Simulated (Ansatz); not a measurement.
GaH₃O₂Se (`[OH][Ga]([OH])[SeH]`), one more setting.

```yaml
crystal:
  periodic: [false, false, false]
  atoms:
    - {symbol: O, position_ang: [-0.993202, 1.003865, 0.646437]}
    - {symbol: Ga, position_ang: [0.223277, -0.225819, 0.168459]}
    - {symbol: O, position_ang: [1.002823, -1.033766, 1.504813]}
    - {symbol: Se, position_ang: [0.714364, -0.866891, -1.973620]}
    - {symbol: H, position_ang: [-1.414867, 1.494947, -0.193499]}
    - {symbol: H, position_ang: [0.754657, -0.619691, 2.335302]}
    - {symbol: H, position_ang: [-0.215615, 0.111283, -2.554104]}
basis:
  gaussian: {orbitals: def2-TZVP, final_grid: {core_spheres: 5, valence_spheres: 4, degree: 11}}
magnetization: {spin_polarized: true, initial_magnetization: 0}
hamiltonian: {xc: {name: wB97X-V}}
accuracy: high
output: {forces: true}
```

```sh
$ ansatz run in.yaml --threads 2 --pin off --events-out ev --progress --plain --max-ram 32768MiB --backend cpu
```

It prints (some lines left out):

```
Functional definition: wB97X-V
2916 factors; integrals over basis functions are off by at most 1.9e-8 eV
433 factors; integrals over basis functions are off by at most 2.6e-9 eV
mean field evaluation 1: about -121854.2291 eV, gradient 5.1e1 eV
mean field evaluation 2: about -121848.9194 eV, gradient 6.7e1 eV
mean field evaluation 4: about -121862.6675 eV, gradient 2.1e0 eV
mean field evaluation 8: about -121862.7921 eV, gradient 2.0e-1 eV
mean field evaluation 16: about -121862.7923 eV, gradient 2.4e-4 eV
mean field -121862.79234547 eV, -4478.3750171288 hartree, gradient 6.8e-8 eV, S^2 0.000000; 0 other end points of the search recorded, 0 dependent functions left out
reference -121862.79234530 eV, -4478.3750171223 hartree; 42, 42 occupied and 134, 134 virtual orbitals, 2916 factors
Total energy: -121862.79234530 eV, -4478.3750171223 hartree
Atom 0 at    -0.993202     1.003865     0.646437 Å, force    -1.310491     1.698236    -3.094204 eV/Å
Atom 1 at     0.223277    -0.225819     0.168459 Å, force    -0.659087     0.447742    -0.355681 eV/Å
Atom 2 at     1.002823    -1.033766     1.504813 Å, force     0.329626    -0.245114     0.509006 eV/Å
Atom 3 at     0.714364    -0.866891    -1.973620 Å, force     0.032255     0.031365    -0.418656 eV/Å
Atom 4 at    -1.414867     1.494947    -0.193499 Å, force     1.480109    -1.763594     3.023738 eV/Å
Atom 5 at     0.754657    -0.619691     2.335302 Å, force     0.057341    -0.074167     0.296561 eV/Å
Atom 6 at    -0.215615     0.111283    -2.554104 Å, force     0.070247    -0.094468     0.039236 eV/Å
Dipole moment:    -0.202472     0.304258    -0.204776 e Å
```

Hardware: 2 threads of an AMD EPYC 7R13 on a shared host. Wall time 32 s, peak host memory 1.4 GiB.
